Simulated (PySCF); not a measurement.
All values below come from ωB97X-D3(BJ)/def2-TZVP // PBE0-D3(BJ)/def2-TZVP run with PySCF 2.14.0. Isolated molecules, 0 K electronic values unless said otherwise. Excitations are Tamm–Dancoff values on a coarser integration grid. The basis has no diffuse functions, so Rydberg states are missing or too high.

Reference species (SMILES): `[SiH3][Ga]([SiH3])[SiH3]` (neutral, multiplicity 1).

The S1 oscillator strength is 0.000. The T1 excitation (TDA) is 3.07 eV and the dipole moment is 0.22 D. The HOMO–LUMO gap comes out as 8.75 eV.

Changed species: `[GaH2][SiH3]` (2 of 3 SiH3 replaced by H; the reference has 0 of 3 SiH3 replaced by H).

Task: What does the change do to the S1 oscillator strength, T1 excitation (TDA), dipole moment and HOMO–LUMO gap?

Result: the S1 oscillator strength is nearly the same; the T1 excitation (TDA) rises by 0.69 eV, to 3.76 eV; the dipole moment decreases by 0.10 D, to 0.12 D; the HOMO–LUMO gap rises by 0.96 eV, to 9.71 eV.
